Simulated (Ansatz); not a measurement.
System: C₆H₁₃, charge 0, multiplicity 2. It need not be the lowest isomer of its formula. SMILES: CCC[C](C)C
Coordinates optimised at B3LYP-D3(BJ)/def2-TZVP (Ansatz, a first-principles code):
```xyz
19

C      2.3903     1.1495     0.7946
C      0.9222     0.7379     0.7537
C      0.5890    -0.1511    -0.4641
C     -0.8417    -0.5702    -0.5310
C     -1.3088    -1.7019     0.3187
C     -1.8561     0.3868    -1.0563
H      2.6648     1.7122    -0.1010
H      3.0418     0.2737     0.8459
H      2.6064     1.7769     1.6616
H      0.2884     1.6289     0.7288
H      0.6630     0.1994     1.6698
H      1.2358    -1.0351    -0.4267
H      0.8597     0.4003    -1.3717
H     -0.5364    -2.4656     0.4356
H     -1.5835    -1.3710     1.3339
H     -2.2013    -2.1771    -0.0980
H     -1.4477     1.0121    -1.8538
H     -2.7371    -0.1323    -1.4441
H     -2.2235     1.0712    -0.2738
```
Charge 0, spin multiplicity 2.

Computed values are from Ansatz. Cores are frozen in the correlated levels unless marked. UHF or UKS for open shells. Spin-orbit coupling is left out. Non-relativistic. Basis-set limits of correlation are two-point, X^-3; Hartree-Fock from the larger set. [CCSD(T)-MP2]/basis is that difference in the basis named.

**Question.** What is the T1 diagnostic at CCSD/cc-pVTZ?

**Answer.** 0.010.

**Question.** What is the dipole moment at CCSD(T)/aug-cc-pVDZ?

**Answer.** 0.29 D.

**Question.** What is the total energy at RI-MP2/CBS(cc-pVTZ,cc-pVQZ)+[CCSD(T)-MP2]/cc-pVTZ?

**Answer.** -236.0940 Eh.

**Question.** What is the atomisation energy De at RI-MP2/CBS(cc-pVTZ,cc-pVQZ)+[CCSD(T)-MP2]/cc-pVTZ?

**Answer.** 1786.3 kcal/mol.
